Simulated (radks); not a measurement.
Neutral bromine inside a hard spherical wall (all orbitals vanish at R), configuration held at [Ar] 3d10 4s2 4p5 and not refilled when levels cross. All-electron calculation, scalar-relativistic Kohn-Sham, PBE, spin-polarised, spherical densities, finite nucleus; open shells are filled with parallel spins first; Fermi nuclear charge, rms radius 4.1629 fm. Program: a radial shooting solver on a logarithmic mesh with Libxc functionals. Eigenvalues in eV for spin up, with the zero of energy where the potential of the charges vanishes at infinity; a dash marks a level that is unbound or too diffuse for the functional's potential to be trusted. A positive occupied level is held by the wall or, in an anion where self-interaction has pushed it up, behind a barrier. The pressure on the wall is -dE/dV.

R (bohr)  E (hartree)  kinetic (hartree)    e(3p)    e(3d)    e(4s)   e(4p)  e(5s, empty)  e(5p, empty)  pressure (GPa)
free      -2606.39915           2662.745  -173.51  -66.743  -20.493  -8.204             -             -               0
7         -2606.39669           2662.768  -173.35  -66.591  -20.369  -8.085         1.748         4.993           0.177
6         -2606.38799           2662.834  -173.00  -66.236  -20.093  -7.807         3.837         8.202            1.10
4         -2606.14467           2664.150  -168.40  -61.685  -16.728  -4.012        20.825        30.069            61.1
3.5       -2605.81140           2665.659  -164.52  -57.855  -13.762  -0.454        34.206        45.664             192
2.5       -2602.81596           2676.556  -146.05  -39.726    4.379  21.426        107.68        125.64            2600
2         -2596.38819           2696.851  -124.27  -18.203   35.477  57.451        215.63        237.61           12900
1.5       -2572.81381           2765.533  -75.558   32.335   136.36  167.09        502.42        524.14           94300
